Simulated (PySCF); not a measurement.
First SCF of a structure search on triplet ZrHCl, at a hand-made linear geometry. PySCF input:

```python
from pyscf import gto, scf, dft
mol = gto.M(atom='''
Zr     0.000000     0.000000     0.000000
H      0.000000     0.000000    -1.860000
Cl     0.000000     0.000000     2.530000''',
    basis={'Zr': 'def2-TZVP', 'H': 'def2-TZVP', 'Cl': 'def2-TZVP'},
    ecp={'Zr': 'def2-TZVP'},
    charge=0, spin=2)
mf = dft.UKS(mol, xc='PBE0')
mf.grids.atom_grid = (50, 194)
aux = {'Zr': 'def2-universal-JKFIT', 'H': 'def2-universal-JKFIT', 'Cl': 'def2-universal-JKFIT'}
mf = mf.density_fit(auxbasis=aux)
mf.conv_tol = 1e-08
mf.diis_space = 10
mf.max_cycle = 60
mf.init_guess = 'minao'
mf.verbose = 4
mf.kernel()
```

Excerpt of the output (cycles alone):

```
init E= -502.120457849026
cycle= 1 E= -507.225757794329  delta_E= -5.11  |g|= 0.828  |ddm|= 3.07
cycle= 2 E= -506.681376293716  delta_E= 0.544  |g|= 0.993  |ddm|= 3.23
cycle= 3 E= -507.598242322415  delta_E= -0.917  |g|= 0.227  |ddm|= 3.01
cycle= 4 E= -507.632978721022  delta_E= -0.0347  |g|= 0.0846  |ddm|= 0.234
cycle= 5 E= -507.63652935822  delta_E= -0.00355  |g|= 0.0131  |ddm|= 0.0954
cycle= 6 E= -507.636755655206  delta_E= -0.000226  |g|= 0.00739  |ddm|= 0.0388
cycle= 7 E= -507.636949961078  delta_E= -0.000194  |g|= 0.00559  |ddm|= 0.0304
cycle= 8 E= -507.63683448725  delta_E= 0.000115  |g|= 0.0052  |ddm|= 0.0186
cycle= 9 E= -507.636472203276  delta_E= 0.000362  |g|= 0.00259  |ddm|= 0.0997
cycle= 10 E= -507.636449920236  delta_E= 2.23e-05  |g|= 0.000979  |ddm|= 0.0326
cycle= 11 E= -507.636450559489  delta_E= -6.39e-07  |g|= 0.000171  |ddm|= 0.00382
cycle= 12 E= -507.636450550072  delta_E= 9.42e-09  |g|= 0.000108  |ddm|= 0.00117
cycle= 13 E= -507.636450556222  delta_E= -6.15e-09  |g|= 1.68e-05  |ddm|= 0.000328
Extra cycle  E= -507.636450557458  delta_E= -1.24e-09  |g|= 1.44e-05  |ddm|= 9.61e-05
converged SCF energy = -507.636450557458  <S^2> = 2.0037036  2S+1 = 3.002468
```

This is not the lowest solution: another start and a stability analysis within the same unrestricted form found one 64.8 kJ/mol lower, at -507.66113 Eh.

Other spin states or occupations of the open shell can lie lower.

The search for the lowest solution, 3 starts and the stability check together, took 9.9 s on 2 threads of a shared Arm Neoverse V2 host, with 83 basis functions; the process peaked at 0.41 GiB. Launch command: `OMP_NUM_THREADS=2 python axn.py task.json out`.
